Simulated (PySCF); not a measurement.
fluoromethane (CH3F), singlet, geometry from GFN2-xTB; M06L/3-21G run with PySCF.

The PySCF input:
```python
from pyscf import gto, scf, dft

mol = gto.Mole()
mol.atom = '''
    C    -0.613811    0.098371    0.071279
    F     0.724395   -0.116093   -0.084121
    H    -0.862059   -0.060325    1.121287
    H    -0.828702    1.125010   -0.227318
    H    -1.145932   -0.610070   -0.564556
'''
mol.basis = '3-21g'
mol.charge = 0
mol.spin = 0
mol.verbose = 5
mol.build()

mf = dft.RKS(mol)
mf.xc = 'm06l'
mf.grids.atom_grid = (30, 110)
mf.kernel()
```

It wrote (shortened):

```
PySCF version 2.14.0

[INPUT] verbose = 5
[INPUT] max_memory = 4000
[INPUT] num. atoms = 5
[INPUT] num. electrons = 18
[INPUT] charge = 0
[INPUT] spin (= nelec alpha-beta = 2S) = 0
[INPUT] symmetry False subgroup None
[INPUT] Mole.unit = angstrom
[INPUT] Symbol           X                Y                Z      unit          X                Y                Z       unit  Magmom
[...]
[INPUT] ---------------- BASIS SET ----------------
[INPUT] l, kappa, [nprim/nctr], expnt,             c_1 c_2 ...
[INPUT] H
[...]
                                0.824547          0.904691
[...]
[INPUT] C
[...]
                                25.9109           0.358794
                                5.53335           0.700713
[...]
                                0.770545          1.21584
[...]
                                0.770545          0.860619
[...]
[INPUT] F
[...]
                                62.2446           0.349308
                                13.434            0.709632
[...]
                                2.08617           1.22314
[...]
                                2.08617           0.852321
[...]
nuclear repulsion = 37.7337282994628
number of shells = 16
number of NR pGTOs = 39
number of NR cGTOs = 24
basis = 3-21g
ecp = {}

******** <class 'pyscf.dft.rks.RKS'> ********
method = RKS
initial guess = minao
damping factor = 0
level_shift factor = 0
DIIS = <class 'pyscf.scf.diis.CDIIS'>
diis_start_cycle = 1
diis_space = 8
diis_damp = 0
SCF conv_tol = 1e-09
SCF conv_tol_grad = None
SCF max_cycles = 50
direct_scf = True
direct_scf_tol = 1e-13
XC library pyscf.dft.libxc version 7.1.2
    S. Lehtola, C. Steigemann, M. J. T. Oliveira, and M. A. L. Marques,  SoftwareX 7, 1–5 (2018)
XC functionals = m06l
    Y. Zhao and D. G. Truhlar,  J. Chem. Phys. 125, 194101 (2006)
    Y. Zhao and D. G. Truhlar,  J. Chem. Phys. 125, 194101 (2006)
    Y. Zhao and D. G. Truhlar,  Theor. Chem. Acc. 120, 215 (2008)
radial grids:
    Treutler-Ahlrichs [JCP 102, 346 (1995); DOI:10.1063/1.469408] (M4) radial grids

becke partition: Becke, JCP 88, 2547 (1988); DOI:10.1063/1.454033
pruning grids: <function nwchem_prune>
grids dens level: 3
symmetrized grids: False
atomic radii adjust function: <function treutler_atomic_radii_adjust>
User specified grid scheme (30, 110)
small_rho_cutoff = 0
Set gradient conv threshold to 3.16228e-05
Initial guess from minao.
atom C rad-grids = 30, ang-grids = [ 50  50  50  50  50  50  50  50  50  86  86  86  86  86  86 110 110 110
[...]
cycle= 5 E= -138.961640763972  delta_E= -5.96e-05  |g|= 0.00168  |ddm|= 0.0145
[...]
  mo_energy =
[-24.31842283 -10.06397306  -1.14014971  -0.65574243  -0.43452075
  -0.43441541  -0.42294324  -0.26895955  -0.26875979   0.1129594
   0.15737666   0.17138931   0.17174021   0.687313     0.73277266
   0.73314187   0.93025877   0.99261454   0.99431058   1.5935836
   1.96502799   1.9653855    2.09967572   3.6326578 ]
nelec by numeric integration = 18.00041897425797
E1 = -266.25790241585696  E2 = 89.562532705037  Ecoul = 106.54147782705418  Exc = -16.978945122017183
cycle= 6 E= -138.961641411357  delta_E= -6.47e-07  |g|= 6.84e-05  |ddm|= 0.00211
[...]
  mo_energy =
[-24.3184156  -10.06399967  -1.14014259  -0.65576531  -0.43453829
  -0.43443004  -0.42294394  -0.26896435  -0.26876337   0.11293172
   0.15736054   0.17136203   0.17171549   0.68730091   0.73275637
   0.73312536   0.93021766   0.9925699    0.99427308   1.59356069
   1.96502703   1.96538431   2.09967995   3.63264621]
nelec by numeric integration = 18.00041897156047
E1 = -266.25780842048346  E2 = 89.5624387083221  Ecoul = 106.54137657850237  Exc = -16.978937870180253
cycle= 7 E= -138.961641412699  delta_E= -1.34e-09  |g|= 8.67e-06  |ddm|= 0.000106
[...]
  mo_energy =
[-24.31841871 -10.06400249  -1.14014573  -0.65576708  -0.43454011
  -0.43443257  -0.42294674  -0.26896677  -0.26876611   0.11292995
   0.15735795   0.17135967   0.17171271   0.68729904   0.73275472
   0.73312374   0.93021725   0.99256966   0.99426986   1.59355914
   1.96502414   1.96538142   2.0996773    3.63264311]
nelec by numeric integration = 18.00041897112779
E1 = -266.25782705125414  E2 = 89.56245733907349  Ecoul = 106.54139642683141  Exc = -16.97893908775793
cycle= 8 E= -138.961641412718  delta_E= -1.93e-11  |g|= 1.64e-06  |ddm|= 9.53e-06
[...]
  mo_energy =
[-24.31841962 -10.06400372  -1.14014645  -0.65576762  -0.43454077
  -0.43443297  -0.42294738  -0.2689674   -0.26876662   0.11292948
   0.15735735   0.17135902   0.17171233   0.68729841   0.73275434
   0.73312334   0.93021708   0.99256872   0.99427009   1.59355858
   1.96502358   1.96538085   2.09967674   3.63264254]
nelec by numeric integration = 18.00041897086172
E1 = -266.25783611796754  E2 = 89.56246640578672  Ecoul = 106.54140625226358  Exc = -16.978939846476862
Extra cycle  E= -138.961641412718  delta_E= -1.71e-13  |g|= 1.31e-06  |ddm|= 3.06e-06
converged SCF energy = -138.961641412718
```
